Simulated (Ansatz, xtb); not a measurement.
**Relative energy of two structures of CaGaOP**

Structure a is a singlet given by its coordinates and structure b is a triplet given by its coordinates. Both are isolated molecules in the gas phase, relaxed with B3LYP-D3(BJ)/def2-SVP.

a (Å):

```xyz
4

Ca    0.3576    1.2561    1.2165
Ga   -0.3974   -1.5620   -0.7325
O     0.8514    0.0300   -0.3383
P     1.2118   -1.1718    1.0731
```

Close contacts (Å): Ca1–O3 2.04, Ca1–P4 2.58, Ga2–O3 2.06, Ga2–P4 2.45, O3–P4 1.89.

b (Å):

```yaml
atoms:
  - { symbol: Ca, position_ang: [0.8901, 0.0918, 0.5843] }
  - { symbol: Ga, position_ang: [-1.3782, -1.1303, -2.6821] }
  - { symbol: O, position_ang: [-0.2278, -0.5776, -1.1194] }
  - { symbol: P, position_ang: [-1.6107, 0.4261, -0.6638] }
```

Close contacts (Å): Ca1–O3 2.14, Ca1–P4 2.81, Ga2–O3 2.02, Ga2–P4 2.56, O3–P4 1.77.

Q: Estimate which is lower in electronic energy at CCSD(T)/def2-TZVPP, and by roughly how much.

A: The CCSD(T)/def2-TZVPP calculation puts structure b lower, by 22.4 kJ/mol.

The same difference at several levels:

| level | geometry | E(b) − E(a) (kJ/mol) | departure from the last row (kJ/mol) | job, with rough time for the two |
| --- | --- | --- | --- | --- |
| B3LYP-D3(BJ)/def2-SVP | B3LYP-D3(BJ)/def2-SVP | −7.0 | +15.4 | optimisation, 91 s |
| HF/def2-TZVPP | B3LYP-D3(BJ)/def2-SVP | −136.5 | −114.1 | part of the CCSD(T) run |
| MP2/def2-TZVPP | B3LYP-D3(BJ)/def2-SVP | −12.7 | +9.7 | part of the CCSD(T) run |
| CCSD(T)/def2-TZVPP | B3LYP-D3(BJ)/def2-SVP | −22.4 |  | single point, 8.1 min |

The levels shown agree on the order. The largest departure from CCSD(T)/def2-TZVPP is that of HF/def2-TZVPP, 114.1 kJ/mol. Levels run at GFN2-xTB geometries aren't shown.

With harmonic frequencies from B3LYP-D3(BJ)/def2-SVP (ideal gas, rigid rotor, one conformer each, 298.15 K, 1 atm): on the last row, ΔE + ΔZPE = −22.5, ΔH = −22.1, ΔG = −26.2 kJ/mol.

The T1 diagnostic of structure a is large, so the coupled-cluster value is less sure. Open shells are spin-unrestricted. The closed-shell singlet above a triplet ground state is poorly described by one determinant. The correlated steps freeze 20 core orbitals; the filled d shell of Ga is correlated; the last core shell of Ca is correlated, in a basis made for valence electrons. ΔG holds the spin degeneracy. Mirror images aren't counted in ΔG. Codes used: Ansatz 0.2.0; the last row on 2 threads of Arm Neoverse N1 on a shared host.
